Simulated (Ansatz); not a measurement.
System: dichloro(methoxy)borane, CH3BCl2O (charge 0, singlet). 
Geometry from a B3LYP-D3(BJ)/def2-TZVP (Ansatz, a first-principles code) optimisation:
SMILES: COB(Cl)Cl
```xyz
8

B      0.0446     0.1687    -0.0755
Cl     1.1911     1.3242    -0.7458
Cl     0.6274    -1.4195     0.4519
O     -1.2366     0.5251     0.0162
C     -2.2715    -0.3134     0.5397
H     -2.0613    -0.5748     1.5764
H     -2.3585    -1.2245    -0.0517
H     -3.1954     0.2561     0.4811
```
Charge 0, spin multiplicity 1.

Basis-set convergence of Hartree-Fock and MP2 correlation energies (hartree) with Ansatz. Valence correlation only, unless marked. No spin-orbit coupling. No relativistic terms.

```json
[
 {"basis": "aug-cc-pV(D+d)Z", "functions": "160", "E(HF)": "-1058.32637", "E(corr, MP2)": "-0.72519"},
 {"basis": "aug-cc-pV(T+d)Z", "functions": "317", "E(HF)": "?", "E(corr, MP2)": "?"}
]
```

### Question
What belongs in the gaps?

### Answer

- aug-cc-pV(T+d)Z, E(HF): -1058.39030
- aug-cc-pV(T+d)Z, E(corr, MP2): -0.89964
